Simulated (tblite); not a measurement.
A geometry optimisation, step by step.

CH7N2Si (doublet state).
SMILES with atom numbers: `[CH2:1][SiH:2]([NH2:3])[NH2:4]` (hydrogens: H5, H6 on C1; H7 on Si2; H8, H9 on N3; H10, H11 on N4)

Computed with GFN2-xTB (tblite), gas phase: L-BFGS steps from a force-field or distance-geometry start until the largest atomic force falls under 0.01 eV/Å. 12 of its 102 geometries are shown.

Step 0: E = -358.8488 eV, largest atomic force 2.709 eV/Å
```
atom  x, y, z in Å  |  force x, y, z in eV/Å
C1     -1.452   -0.932   -0.209   -2.381  -1.204   0.282
Si2     0.100   -0.123   -0.450    1.496  -0.896  -1.643
N3      1.017   -0.221    0.973    1.318  -1.275   1.293
N4     -0.079    1.542   -0.470   -0.550   2.647   0.176
H5     -1.950   -0.903    0.763    0.053  -0.212  -0.633
H6     -1.964   -1.387   -1.054   -0.038   0.092   0.591
H7      0.926   -0.592   -1.566   -0.222   0.011  -0.327
H8      1.059   -1.183    1.273    0.213  -0.066   0.585
H9      1.973    0.040    0.765    0.079   0.126   0.440
H10    -0.460    1.797    0.449   -0.001   0.290  -0.585
H11     0.836    1.964   -0.499    0.034   0.485  -0.178
```

Step 9: E = -359.4492 eV, largest atomic force 0.373 eV/Å
```
atom  x, y, z in Å  |  force x, y, z in eV/Å
C1     -1.490   -0.952   -0.230   -0.014   0.006   0.064
Si2     0.156   -0.131   -0.460   -0.042   0.148   0.204
N3      1.122   -0.412    0.951    0.080   0.032   0.212
N4     -0.037    1.603   -0.477   -0.050   0.066  -0.043
H5     -2.004   -0.968    0.712    0.052   0.056   0.210
H6     -2.057   -1.431   -1.004    0.145   0.021  -0.215
H7      0.830   -0.551   -1.684   -0.046   0.055  -0.194
H8      1.170   -1.287    1.433   -0.098  -0.360  -0.003
H9      2.035    0.009    0.968    0.071   0.082   0.006
H10    -0.517    1.961    0.336   -0.158  -0.014  -0.062
H11     0.798    2.162   -0.570    0.059  -0.092  -0.178
```

Step 18: E = -359.5213 eV, largest atomic force 0.120 eV/Å
```
atom  x, y, z in Å  |  force x, y, z in eV/Å
C1     -1.456   -0.934   -0.184   -0.055  -0.051   0.014
Si2     0.182   -0.110   -0.396   -0.032   0.046   0.050
N3      1.133   -0.473    1.013    0.023  -0.009  -0.016
N4     -0.049    1.605   -0.497    0.034  -0.026  -0.025
H5     -1.992   -0.980    0.744   -0.007  -0.011   0.092
H6     -1.960   -1.383   -1.017   -0.050  -0.027  -0.042
H7      0.739   -0.469   -1.705    0.112  -0.018   0.018
H8      1.187   -1.406    1.386   -0.060  -0.030  -0.100
H9      2.043   -0.044    1.070    0.041   0.025   0.040
H10    -0.593    2.035    0.235    0.025   0.029  -0.034
H11     0.772    2.161   -0.674   -0.030   0.074   0.005
```

Step 28: E = -359.5349 eV, largest atomic force 0.064 eV/Å
```
atom  x, y, z in Å  |  force x, y, z in eV/Å
C1     -1.454   -0.938   -0.164   -0.010   0.023  -0.009
Si2     0.178   -0.091   -0.382    0.025   0.026   0.023
N3      1.129   -0.491    1.016   -0.028  -0.016   0.019
N4     -0.046    1.621   -0.509   -0.012  -0.029  -0.017
H5     -1.977   -1.006    0.772    0.040  -0.003   0.050
H6     -1.971   -1.376   -0.996   -0.016  -0.004  -0.031
H7      0.790   -0.460   -1.664    0.028  -0.013  -0.051
H8      1.173   -1.455    1.303    0.024   0.003   0.012
H9      2.039   -0.067    1.120   -0.044  -0.013  -0.010
H10    -0.615    2.072    0.190    0.026   0.022  -0.012
H11     0.759    2.192   -0.712   -0.033   0.002   0.026
```

Step 37: E = -359.5382 eV, largest atomic force 0.057 eV/Å
```
atom  x, y, z in Å  |  force x, y, z in eV/Å
C1     -1.452   -0.925   -0.163   -0.005  -0.005   0.010
Si2     0.183   -0.087   -0.388   -0.008  -0.015  -0.021
N3      1.110   -0.508    1.020   -0.010   0.047   0.016
N4     -0.047    1.623   -0.525    0.008  -0.019   0.012
H5     -1.923   -1.028    0.797   -0.004  -0.026   0.003
H6     -1.992   -1.355   -0.986   -0.013   0.024   0.000
H7      0.813   -0.452   -1.662    0.017  -0.016  -0.052
H8      1.173   -1.477    1.288   -0.003  -0.001  -0.006
H9      2.007   -0.067    1.143    0.023   0.002   0.023
H10    -0.619    2.075    0.170   -0.030   0.017   0.023
H11     0.752    2.203   -0.721    0.025  -0.009  -0.009
```

Step 46: E = -359.5414 eV, largest atomic force 0.056 eV/Å
```
atom  x, y, z in Å  |  force x, y, z in eV/Å
C1     -1.442   -0.925   -0.158   -0.006  -0.005  -0.003
Si2     0.194   -0.094   -0.407   -0.021   0.011   0.024
N3      1.094   -0.507    1.019   -0.016   0.001   0.008
N4     -0.040    1.616   -0.537   -0.009  -0.007  -0.030
H5     -1.858   -1.089    0.820    0.002  -0.031   0.005
H6     -2.041   -1.287   -0.972   -0.006   0.022  -0.028
H7      0.827   -0.446   -1.685    0.004  -0.032   0.005
H8      1.161   -1.477    1.278    0.017  -0.008   0.011
H9      1.975   -0.051    1.194    0.026   0.013  -0.019
H10    -0.623    2.063    0.150   -0.033   0.027   0.036
H11     0.758    2.200   -0.727    0.042   0.010  -0.011
```

Step 55: E = -359.5528 eV, largest atomic force 0.194 eV/Å
```
atom  x, y, z in Å  |  force x, y, z in eV/Å
C1     -1.440   -0.943   -0.159   -0.149   0.038   0.006
Si2     0.183   -0.092   -0.395    0.009  -0.043  -0.041
N3      1.080   -0.477    1.040   -0.046   0.000   0.014
N4     -0.036    1.618   -0.572    0.037   0.005   0.028
H5     -1.734   -1.358    0.791   -0.023  -0.018  -0.149
H6     -2.155   -1.040   -0.961    0.088  -0.011   0.172
H7      0.812   -0.515   -1.659    0.029   0.070   0.024
H8      1.179   -1.446    1.286   -0.003  -0.086   0.040
H9      1.944    0.000    1.230    0.067   0.074  -0.031
H10    -0.622    2.087    0.104    0.055  -0.041  -0.065
H11     0.795    2.169   -0.731   -0.065   0.011   0.001
```

Step 64: E = -359.5653 eV, largest atomic force 0.145 eV/Å
```
atom  x, y, z in Å  |  force x, y, z in eV/Å
C1     -1.462   -0.920   -0.140   -0.064  -0.074   0.043
Si2     0.179   -0.103   -0.376   -0.056   0.016  -0.085
N3      1.079   -0.466    1.059   -0.007   0.042   0.014
N4     -0.026    1.604   -0.595   -0.009   0.023   0.083
H5     -1.695   -1.547    0.707    0.047   0.080  -0.111
H6     -2.219   -0.890   -0.903    0.012   0.018   0.049
H7      0.824   -0.520   -1.636    0.014   0.005   0.024
H8      1.197   -1.431    1.315    0.031  -0.044   0.044
H9      1.936    0.037    1.222    0.037  -0.025   0.018
H10    -0.617    2.088    0.065    0.029  -0.038  -0.059
H11     0.809    2.149   -0.744   -0.034  -0.003  -0.022
```

Step 73: E = -359.5724 eV, largest atomic force 0.047 eV/Å
```
atom  x, y, z in Å  |  force x, y, z in eV/Å
C1     -1.473   -0.917   -0.133   -0.005   0.008  -0.031
Si2     0.175   -0.112   -0.359    0.011   0.001  -0.005
N3      1.079   -0.457    1.083    0.015   0.015   0.002
N4     -0.027    1.587   -0.609   -0.013   0.013   0.001
H5     -1.627   -1.734    0.549   -0.002   0.006  -0.003
H6     -2.308   -0.697   -0.773    0.035   0.010   0.030
H7      0.857   -0.528   -1.601   -0.005  -0.032  -0.004
H8      1.218   -1.417    1.351   -0.025  -0.008   0.005
H9      1.933    0.056    1.234    0.005  -0.013   0.008
H10    -0.629    2.100    0.013    0.009  -0.035   0.003
H11     0.809    2.123   -0.781   -0.024   0.035  -0.007
```

Step 83: E = -359.5767 eV, largest atomic force 0.050 eV/Å
```
atom  x, y, z in Å  |  force x, y, z in eV/Å
C1     -1.459   -0.911   -0.138    0.022  -0.016   0.042
Si2     0.196   -0.121   -0.358   -0.005   0.006  -0.001
N3      1.089   -0.442    1.097    0.011   0.004   0.002
N4     -0.043    1.569   -0.628    0.001   0.000   0.003
H5     -1.597   -1.835    0.396    0.006   0.018  -0.014
H6     -2.334   -0.539   -0.633   -0.030   0.003  -0.025
H7      0.883   -0.566   -1.586    0.013   0.003  -0.008
H8      1.191   -1.398    1.394   -0.004  -0.006   0.016
H9      1.958    0.047    1.243   -0.001  -0.017  -0.009
H10    -0.646    2.065    0.009   -0.007   0.001   0.002
H11     0.768    2.133   -0.821   -0.005   0.004  -0.008
```

Step 92: E = -359.5776 eV, largest atomic force 0.034 eV/Å
```
atom  x, y, z in Å  |  force x, y, z in eV/Å
C1     -1.458   -0.900   -0.131    0.020  -0.004  -0.011
Si2     0.200   -0.117   -0.351    0.003   0.003   0.000
N3      1.098   -0.442    1.100    0.002   0.006  -0.002
N4     -0.052    1.570   -0.625    0.005   0.000  -0.001
H5     -1.596   -1.828    0.393   -0.011  -0.024   0.022
H6     -2.327   -0.539   -0.649   -0.009   0.005   0.000
H7      0.887   -0.564   -1.578    0.008   0.007  -0.011
H8      1.172   -1.396    1.411   -0.012  -0.014   0.014
H9      1.987    0.016    1.227   -0.007   0.001  -0.013
H10    -0.654    2.062    0.015   -0.003   0.013   0.003
H11     0.749    2.142   -0.836    0.004   0.007  -0.002
```

Step 101: E = -359.5784 eV, largest atomic force 0.008 eV/Å
```
atom  x, y, z in Å  |  force x, y, z in eV/Å
C1     -1.450   -0.907   -0.136   -0.003  -0.005   0.006
Si2     0.203   -0.112   -0.356    0.000   0.002   0.001
N3      1.097   -0.445    1.095    0.000   0.002  -0.002
N4     -0.056    1.576   -0.620    0.000   0.001  -0.002
H5     -1.596   -1.801    0.442    0.002   0.001  -0.007
H6     -2.313   -0.573   -0.681    0.002  -0.006   0.004
H7      0.895   -0.543   -1.587   -0.001   0.002  -0.003
H8      1.139   -1.396    1.423   -0.005  -0.001   0.003
H9      2.001   -0.015    1.208   -0.001  -0.001  -0.001
H10    -0.654    2.065    0.026    0.001   0.006   0.001
H11     0.740    2.152   -0.839    0.005  -0.001   0.000
```

Question: Summarise the path.

Answer: The energy falls by 70.39 kJ/mol from step 0 to step 101; nine tenths of that is first reached at step 15. It rises by more than 0.2 meV at steps 51 and 67. The largest force goes from 2.709 to 0.008 eV/Å. Among the bonds C1–Si2 changes most, from 1.766 to 1.847 Å; the atoms move by 0.505 Å rms after alignment.

What follows is the cost of the whole relaxation. The run took 0.38 s of wall time on Arm Neoverse V1, one thread, shared host.
